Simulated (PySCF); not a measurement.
C$_{4}$H$_{11}$AlO$_{2}$ (SMILES C[O][AlH][O]C(C)C), singlet, at a GFN2-xTB geometry (such geometries of metal compounds can be far from the true shape); PySCF with CASSCF(6,4)/STO-3G.

The PySCF input:
```python
from pyscf import gto, scf, mcscf
import numpy

mol = gto.M(
    atom='''
Al   -0.48862147    0.99291741    0.43921078
H    -0.91489775    1.42517744    1.80730811
O    -0.37144765    2.21969851   -0.65630922
C    -0.28223560    3.28531501   -1.55554001
H     0.50753377    3.97272353   -1.24162089
H    -0.05322012    2.91859542   -2.55914003
H    -1.23075754    3.82757293   -1.58532823
O    -0.23249356   -0.61846625    0.23824110
C     0.06382458   -1.98380892    0.20180123
C     0.20778701   -2.51999399    1.62451851
C     1.33928678   -2.21867697   -0.60530029
H    -0.77382058   -2.49902759   -0.29224394
H     1.03275328   -2.01544460    2.12245162
H     0.39775864   -3.59004477    1.60932423
H    -0.70387384   -2.32615307    2.18414975
H     1.21826112   -1.82155364   -1.61026954
H     2.17158898   -1.70538626   -0.12792593
H     1.56030626   -3.28125485   -0.66477670
''',
    basis='sto-3g',
    verbose=4,
)

mf = scf.RHF(mol)
mf.kernel()
mc = mcscf.CASSCF(mf, 4, 6)
mc.fix_spin_(ss=0.0)
mc.kernel()
occ = numpy.linalg.eigvalsh(mc.fcisolver.make_rdm1(mc.ci, mc.ncas, mc.nelecas))[::-1]
ss = mc.fcisolver.spin_square(mc.ci, mc.ncas, mc.nelecas)[0]
print('natural occupations', occ.round(4), ' <S^2>', round(ss, 4))
```

Predict the main parts of the log of this PySCF run.


```
PySCF version 2.14.0

[INPUT] verbose = 4
[INPUT] num. atoms = 18
[INPUT] num. electrons = 64
[INPUT] charge = 0
[INPUT] spin (= nelec alpha-beta = 2S) = 0
[INPUT] symmetry False subgroup None
[INPUT] Mole.unit = angstrom
[INPUT] Symbol           X                Y                Z      unit          X                Y                Z       unit  Magmom
[...]
nuclear repulsion = 366.352255399952
number of shells = 34
number of NR pGTOs = 150
number of NR cGTOs = 50
basis = sto-3g
ecp = {}

******** <class 'pyscf.scf.hf.RHF'> ********
method = RHF
initial guess = minao
damping factor = 0
level_shift factor = 0
DIIS = <class 'pyscf.scf.diis.CDIIS'>
diis_start_cycle = 1
diis_space = 8
diis_damp = 0
SCF conv_tol = 1e-09
SCF conv_tol_grad = None
SCF max_cycles = 50
direct_scf = True
direct_scf_tol = 1e-13
Set gradient conv threshold to 3.16228e-05
Initial guess from minao.
init E= -543.563859796457
[...]
cycle= 1 E= -542.604047606078  delta_E= 0.96  |g|= 0.691  |ddm|= 4.93
[...]
cycle= 2 E= -542.767794769315  delta_E= -0.164  |g|= 0.192  |ddm|=  1.2
[...]
cycle= 3 E= -542.780149224622  delta_E= -0.0124  |g|= 0.0357  |ddm|= 0.289
[...]
cycle= 4 E= -542.780834056097  delta_E= -0.000685  |g|= 0.00402  |ddm|= 0.0811
[...]
cycle= 5 E= -542.780842767635  delta_E= -8.71e-06  |g|= 0.00116  |ddm|= 0.00817
[...]
cycle= 6 E= -542.780843496831  delta_E= -7.29e-07  |g|= 0.000185  |ddm|= 0.00261
[...]
cycle= 7 E= -542.780843514148  delta_E= -1.73e-08  |g|= 3.79e-05  |ddm|= 0.000387
[...]
cycle= 8 E= -542.780843515029  delta_E= -8.82e-10  |g|= 7.94e-06  |ddm|= 9.12e-05
[...]
Extra cycle  E= -542.780843515074  delta_E= -4.45e-11  |g|= 3.26e-06  |ddm|= 1.68e-05
converged SCF energy = -542.780843515074

******** <class 'pyscf.mcscf.mc1step.CASSCF'> ********
CAS (3e+3e, 4o), ncore = 29, nvir = 17
max_cycle_macro = 50
max_cycle_micro = 4
conv_tol = 1e-07
conv_tol_grad = None
orbital rotation max_stepsize = 0.02
orbital rotation threshold for CI restart = 0.01
augmented hessian ah_max_cycle = 30
augmented hessian ah_conv_tol = 1e-12
augmented hessian ah_linear dependence = 1e-14
augmented hessian ah_level shift = 1e-08
augmented hessian ah_start_tol = 2.5
augmented hessian ah_start_cycle = 3
augmented hessian ah_grad_trust_region = 3
kf_trust_region = 3
kf_interval = 4
ci_response_space = 4
ci_grad_trust_region = 3
with_dep4 0
natorb = False
canonicalization = True
sorting_mo_energy = False
ao2mo_level = 2
internal_rotation = False
[...]
CASCI E = -542.782071429268  S^2 = 0.0000000
[...]
macro iter  40 (  7 JK    2 micro), CASSCF E = -542.797991832688  dE = -9.55208100e-06  S^2 = 0.0000000
               |grad[o]|=0.000651  |grad[c]|=0.042  |ddm|=0.000816  |maxRot[o]|=0.0672
macro iter  41 (  7 JK    2 micro), CASSCF E = -542.798004477885  dE = -1.26451964e-05  S^2 = 0.0000000
               |grad[o]|=0.000532  |grad[c]|=0.041  |ddm|=0.0011  |maxRot[o]|=0.0685
macro iter  42 (  7 JK    2 micro), CASSCF E = -542.798022331011  dE = -1.78531269e-05  S^2 = 0.0000000
               |grad[o]|=0.000468  |grad[c]|=0.0313  |ddm|=0.00135  |maxRot[o]|=0.0692
macro iter  43 (  7 JK    2 micro), CASSCF E = -542.798048638710  dE = -2.63076985e-05  S^2 = 0.0000000
               |grad[o]|=0.00042  |grad[c]|=0.0159  |ddm|=0.00164  |maxRot[o]|=0.0695
macro iter  44 (  7 JK    2 micro), CASSCF E = -542.798088981830  dE = -4.03431200e-05  S^2 = 0.0000000
               |grad[o]|=0.000532  |grad[c]|=0.00221  |ddm|=0.00187  |maxRot[o]|=0.0697
macro iter  45 (  7 JK    2 micro), CASSCF E = -542.798151092313  dE = -6.21104828e-05  S^2 = 0.0000000
               |grad[o]|=0.000878  |grad[c]|=0.0119  |ddm|=0.00196  |maxRot[o]|=0.0697
macro iter  46 (  7 JK    2 micro), CASSCF E = -542.798241084343  dE = -8.99920299e-05  S^2 = 0.0000000
               |grad[o]|=0.00123  |grad[c]|=0.0162  |ddm|=0.00183  |maxRot[o]|=0.069
macro iter  47 (  7 JK    2 micro), CASSCF E = -542.798335503288  dE = -9.44189457e-05  S^2 = 0.0000000
               |grad[o]|=0.00169  |grad[c]|=0.00895  |ddm|=0.000765  |maxRot[o]|=0.0698
macro iter  48 (  7 JK    2 micro), CASSCF E = -542.798414767640  dE = -7.92643517e-05  S^2 = 0.0000000
               |grad[o]|=0.00177  |grad[c]|=0.00528  |ddm|=0.000374  |maxRot[o]|=0.0699
macro iter  49 (  7 JK    2 micro), CASSCF E = -542.798472739799  dE = -5.79721593e-05  S^2 = 0.0000000
               |grad[o]|=0.00134  |grad[c]|=0.00533  |ddm|=0.00024  |maxRot[o]|=0.0699
macro iter  50 (  7 JK    2 micro), CASSCF E = -542.798500355333  dE = -2.76155339e-05  S^2 = 0.0000000
               |grad[o]|=0.0011  |grad[c]|=0.00559  |ddm|=0.000236  |maxRot[o]|=0.0699
1-step CASSCF not converged,  50 macro (529 JK 131 micro) steps
CASSCF canonicalization
Density matrix diagonal elements [1.99578321 1.99113318 1.99401321 0.01907039]
CASSCF energy = -542.798500355333
CASCI E = -542.798500355333  E(CI) = -12.4961890683351  S^2 = 0.0000000
natural occupations [1.9996 1.9992 1.9823 0.0189]  <S^2> 0.0
```

The run did not converge; its last values are not results.
